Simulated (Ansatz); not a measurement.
One change: `CO[SiH]` becomes `CO[Si]Br`.

Ansatz, PBE0-D4/def2-TZVP geometries, multiplicity 1. Each molecule was computed in one conformer, which needn't be the lowest.

Scalar relativity is left out up to krypton. Spin–orbit coupling is left out; it splits and shifts lone-pair levels of the heavy atoms by tenths of an eV.

| property | `CO[SiH]` |
| --- | --- |
| size of the dipole moment (PBE/def2-TZVPP) / D | 1.68 |
| size of the dipole moment (ωB97M-V/def2-TZVPP) / D | 1.50 |
| LUMO energy (ωB97M-V/def2-TZVPP) / eV | 0.04 |
| LUMO energy (PBE/def2-TZVPP) / eV | -2.79 |
| HOMO–LUMO gap (PBE0/def2-TZVPP) / eV | 4.58 |
| zero-point energy (PBE0-D4/def2-TZVP) / kJ/mol | 129.2 |

(1) What does the change do to each property? (Estimate.)

## Answers

(1) Computed: 
```tsv
property	`CO[Si]Br`	shift
size of the dipole moment (PBE/def2-TZVPP) / D	1.96	0.28
size of the dipole moment (ωB97M-V/def2-TZVPP) / D	1.96	0.46
LUMO energy (ωB97M-V/def2-TZVPP) / eV	-0.01	-0.05
LUMO energy (PBE/def2-TZVPP) / eV	-2.76	0.03
HOMO–LUMO gap (PBE0/def2-TZVPP) / eV	5.32	0.74
zero-point energy (PBE0-D4/def2-TZVP) / kJ/mol	114.7	-14.5
```

Dipoles are sizes alone; their direction can turn.
